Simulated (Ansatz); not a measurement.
Consider the redistribution: `CO[SiH](F)OC` + `[CH3][Ge]([NH2])([OH])[Cl]` → `CO[SiH](O)F` + `C[O][Ge]([CH3])([NH2])[Cl]`.

Program: Ansatz. Geometries: PBE0-D4/def2-TZVP. ΔE: electronic, gas phase. CCSD(T)/CBS is the MP2 limit (def2-TZVPP, def2-QZVPP) plus CCSD(T) − MP2 in def2-TZVPP, frozen cores. DFT in def2-TZVPP. B3LYP here is the variant with VWN-RPA as its local correlation; programs differ in this. For Ge outer-core shells are correlated without core-valence functions, which leaves a few kJ/mol of doubt a bond. Scalar relativity is left out up to krypton. One conformer a species, not always the lowest.

```tsv
level	ΔE (kJ/mol)	difference from CCSD(T)/CBS
PBE-D4	0.4	0.7
r2SCAN-D4	0.5	0.8
PBE0-D4	0.8	1.1
B3LYP-D4	1.4	1.7
ωB97X-V	1.3	1.6
ωB97M-V	1.0	1.3
B2PLYP	1.4	1.7
PBE	1.5	1.8
r2SCAN	0.9	1.2
PBE0	1.9	2.2
B3LYP	3.2	3.5
HF/def2-TZVPP	5.0	5.3
MP2/def2-TZVPP	-1.8	-1.5
SCS-MP2/def2-TZVPP	-0.3	0.0
CCSD/def2-TZVPP	0.1	0.4
CCSD(T)/def2-TZVPP	-0.9	-0.6
HF/def2-QZVPP	5.4	5.7
MP2/def2-QZVPP	-1.3	-1.0
SCS-MP2/def2-QZVPP	0.2	0.5
HF/CBS(def2)	5.4	5.7
MP2/CBS(def2)	-1.2	-0.9
CCSD/CBS(def2)	0.7	1.0
CCSD(T)/CBS	-0.3	0
```

Largest T1 diagnostic among the species: 0.011.

In def2-TZVPP, CCSD(T) changes the Hartree–Fock value by −5.9 kJ/mol (the triples alone add −1.0 kJ/mol) and MP2 by −6.8 kJ/mol.
